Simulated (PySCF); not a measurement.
# Bond length, frequency and bond energy of HI⁺ by level of theory

State: ²Π (doublet), unpaired electrons π ↑. Set-up: PySCF, scalar-relativistic core potentials, basis sets H cc-pVTZ, I cc-pVTZ-PP with ECP28. De refers to H + I⁺ in their high-spin ground configurations, without counterpoise correction. The functionals are run spin-unrestricted. A positive dipole points towards I; it is taken about the centre of mass and depends on that origin.

```tsv
Level	Re (Å)	ωe (cm⁻¹)	De (eV)	μ (D)
UHF	1.622	2343	2.21	-1.20
UHF-MP2	1.623	2303	3.17	n/a
UHF-SCS-MP2	1.625	2295	3.22	n/a
UHF-CCSD	1.630	2254	3.24	n/a
UHF-CCSD(T)	1.632	2235	3.29	n/a
PBE	1.655	2133	3.41	-1.13
PBEsol	1.655	2133	3.61	-1.19
r²SCAN	1.642	2198	3.38	-1.16
M06-L	1.640	2230	3.40	-1.00
PBE0	1.640	2220	3.33	-1.16
B97-3	1.639	2225	3.30	-1.12
LC-ωPBE	1.627	2309	3.24	-1.17
```

The bond length runs from 1.622 Å (UHF) to 1.655 Å (PBEsol). De spans 2.21 eV (UHF, mean field) to 3.61 eV (PBEsol, GGA). Correlation at CCSD(T) changes the Hartree–Fock bond energy by +1.08 eV; the triples alone change it by +0.05 eV.

Correlated steps freeze 4 core orbitals. Spin–orbit coupling is left out, which matters for elements this heavy, above all for dissociation energies. For an ion De counts to the pair picked by the measured ionisation energies or electron affinities, which need not be the lowest pair at this level. The state is the lowest determinant that a PBE0 search found; another state may lie lower at other levels.

The whole job (state search and all levels along the bond) took about 3 min on 1 thread of Arm Neoverse V1 (shared host), peak memory 0.66 GiB.
